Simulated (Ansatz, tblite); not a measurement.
Removing an electron: SnF2⁻ (the lowest doublet isomer of a short search). The state is a doublet with charge -1. Geometry: B3LYP-D4/def2-TZVPD. Ansatz, gas phase; energy differences of separate SCF runs; the oxidised species is a singlet (the triplet lies 3.56 eV higher at PBE0-D4/def2-TZVPD).

```
atom   x (Å)   y (Å)   z (Å)
 Sn1   0.022  -0.915   0.026
  F2   0.390   0.426  -1.468
  F3  -0.412   0.489   1.442
```

In the def2 sets Sn takes a core potential; there is no spin–orbit coupling. The xTB rows come from tblite. Correlated methods freeze 6 core orbitals; core or outer-core shells of Sn are correlated, in sets that lack core-valence functions. The structure comes from a short search, and lower isomers may exist.

Q: Estimate orbital energies and vertical ionisation energies at: GFN1-xTB; GFN2-xTB; HF/def2-TZVPPD; PBE-D4/def2-TZVPD; r2SCAN-D4/def2-TZVPD; PBE0-D4/def2-TZVPD; MP2/def2-TZVPPD; CCSD/def2-TZVPPD; CCSD(T)/def2-TZVPPD.

A: 
| level | −HOMO (eV) | vertical IE (eV) | −LUMO (eV) | HOMO–LUMO gap (eV) | remarks |
| --- | --- | --- | --- | --- | --- |
| GFN1-xTB | – | 4.54 | – | – | – |
| GFN2-xTB | – | 3.87 | – | – | – |
| HF/def2-TZVPPD | – | 1.02 | – | – | – |
| PBE-D4/def2-TZVPD | -1.57 | 1.12 | -2.62 | 1.04 | HOMO above zero (-1 doublet) |
| r2SCAN-D4/def2-TZVPD | -1.32 | 1.29 | -3.03 | 1.71 | HOMO above zero (-1 doublet) |
| PBE0-D4/def2-TZVPD | -0.70 | 1.27 | -3.33 | 2.63 | HOMO above zero (-1 doublet) |
| MP2/def2-TZVPPD | – | 1.09 | – | – | – |
| CCSD/def2-TZVPPD | – | 1.20 | – | – | – |
| CCSD(T)/def2-TZVPPD | – | 1.18 | – | – | – |

  A HOMO above zero means that the electron is unbound at that level or that self-interaction error raises the level; the energy of removing that electron tells which. HOMO and LUMO are the levels of the spin that leaves or enters (xTB has no such levels and no spin-polarisation term). Other spin states of the ions may lie lower, which would lower the ionisation energy or raise the affinity. Raw xTB energy differences between charge states are shifted by several eV; the methods need an empirical correction for them.
